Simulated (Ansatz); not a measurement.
CH₅GaGe, relaxed with RKS PBE0-D4/def2-TZVP in Ansatz 0.2.0 from a PBE-D4/def2-SVP geometry. The force threshold is 0.005 eV/Å; the program also tests the step.

Charge 0, multiplicity 1. The bonds changed during the relaxation, so this is another structure than the one it started from.

Start:

```xyz
8

C    -0.178    0.773   -0.650
Ga   -2.204    0.630   -1.012
Ge    0.383   -0.647    0.593
H     0.409    0.688   -1.591
H     0.058    1.763   -0.198
H    -0.869   -1.440    1.100
H     1.090   -0.085    1.857
H     1.311   -1.683   -0.100
```

```
        step   energy (eV)  largest force (eV/Å)  largest move (Å)
           1  -109999.1944                 0.524             0.000
           2  -109999.2119                 0.148             0.018
           3  -109999.2133                 0.012             0.011
           4  -109999.2133                 0.005             0.004
           5  -109999.2135                 0.007             0.023
           6  -109999.2135                 0.003             0.003
           7  -109999.2139                 0.053             0.049
8 (rejected)  -109999.2135                 0.149             0.119
           9  -109999.2146                 0.069             0.058
          10  -109999.2151                 0.153             0.098
          11  -109999.2163                 0.107             0.008
          12  -109999.2186                 0.009             0.065
          13  -109999.2204                 0.180             0.197
          14  -109999.2231                 0.101             0.013
          15  -109999.2250                 0.017             0.062
          16  -109999.2259                 0.090             0.169
          17  -109999.2270                 0.030             0.016
          18  -109999.2275                 0.002             0.021
          19  -109999.2277                 0.011             0.059
          20  -109999.2278                 0.005             0.019
          21  -109999.2278                 0.004             0.009
```

End:

```xyz
8

C    -0.241    0.784   -0.561
Ga   -1.865    0.326   -1.707
Ge    0.380   -0.644    0.612
H     0.587    1.071   -1.222
H    -0.481    1.658    0.059
H    -0.745   -1.058    1.584
H     1.609   -0.248    1.454
H     0.755   -1.888   -0.220
```

Hardware: 2 threads of an AMD EPYC 7B13 on a shared host. Wall time 76 s, peak host memory 0.44 GiB.
